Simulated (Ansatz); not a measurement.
Stretching the Al1–H2 bond in AlClFH (SMILES [F][AlH][Cl]) (multiplicity 1 held, fragments rigid). Energies count from the point at 1.555 Å.
Geometry at that point (charge 0, multiplicity 1):
```json
[
 {"atom": "Al", "x (Å)": "-0.5612", "y (Å)": "0.1772", "z (Å)": "-0.4707"},
 {"atom": "H", "x (Å)": "-1.7558", "y (Å)": "-0.3699", "z (Å)": "-1.3032"},
 {"atom": "F", "x (Å)": "-0.2159", "y (Å)": "1.7862", "z (Å)": "-0.4960"},
 {"atom": "Cl", "x (Å)": "0.6468", "y (Å)": "-1.0594", "z (Å)": "0.6992"}
]
```

Signs of static correlation in cc-pV(T+d)Z, with CASSCF(2,2), from Ansatz (an electronic-structure program) runs.

```tsv
R (Å)	T1 of restricted CCSD	⟨S²⟩ of UHF	largest double amplitude of restricted CCSD	weight of the CASSCF reference in MRCISD	CASSCF natural occupations
1.244	0.011	0.000	0.032	0.894	1.99 0.01
1.400	0.011	0.000	0.032	0.894	1.98 0.02
1.555	0.011	0.000	0.032	0.894	1.98 0.02
1.711	0.011	0.000	0.031	0.894	1.97 0.03
1.867	0.011	0.000	(withheld)	0.894	1.96 0.04
2.100	0.012	0.000	0.090	0.895	1.93 0.07
2.333	0.014	0.242	0.142	0.895	1.88 0.12
2.722	0.020	(withheld)	0.256	0.896	1.76 0.24
3.111	0.030	0.895	0.396	0.896	1.59 0.41
3.578	0.043	0.969	0.575	0.897	1.37 0.63
4.200	0.056	0.996	0.766	0.897	1.17 0.83
4.977	0.060	1.001	0.892	0.897	1.06 0.94
```

Problem. Complete the blanks.

Solution. 
- 1.867, largest double amplitude of restricted CCSD: 0.050
- 2.722, ⟨S²⟩ of UHF: 0.717

Doubts at one or more of the structures used: a restricted determinant that unrestricted orbitals would lower (R-CCSD(T)/cc-pV(T+d)Z); other coupled-cluster roots lie near (R-CCSD(T)/cc-pV(T+d)Z); T1 above 0.05 (R-CCSD(T)/cc-pV(T+d)Z, U-CCSD(T)/cc-pV(T+d)Z); a spin-contaminated determinant (U-CCSD(T)/cc-pV(T+d)Z).
